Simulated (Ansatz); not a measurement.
Reaction (cleavage of the Si–Si bond): `N[SiH2][SiH2][SeH]` + `P[SeH]` → `P[Se][SiH2][SeH]` + `N[SiH3]`

Computed with Ansatz on PBE0-D4/def2-TZVP structures; ΔE is electronic, products minus reactants. CBS: MP2 limit from def2 TZ/QZ plus the TZ coupled-cluster correction, frozen cores. This one scheme is used for every species. DFT in def2-TZVPP. B3LYP here is the variant with VWN-RPA as its local correlation; programs differ in this. For Se outer-core shells are correlated without core-valence functions, which leaves a few kJ/mol of doubt a bond. Scalar relativity is left out up to krypton. One conformer a species, not always the lowest.

| level | ΔE (kcal/mol) |
| --- | --- |
| PBE-D4 | -12.6 |
| B3LYP-D4 | -14.4 |
| ωB97X-V | -14.2 |
| PBE0 | -13.4 |
| B3LYP | -14.2 |
| HF/def2-TZVPP | -16.6 |
| HF/def2-QZVPP | -16.6 |
| HF/CBS(def2) | -16.6 |

Q: What does CCSD(T)/CBS give? (An estimate is asked.)

A: Ansatz gave: -15.7 kcal/mol. The listed levels differ from it by 3.1, 1.3, 1.5, 2.3, 1.5, -0.9, -0.9, -0.9 kcal/mol.

Largest T1 diagnostic among the species: 0.010.

From PBE to PBE0 (25 % exact exchange), in def2-TZVPP and without D4, ΔE moves by −0.9 kcal/mol.
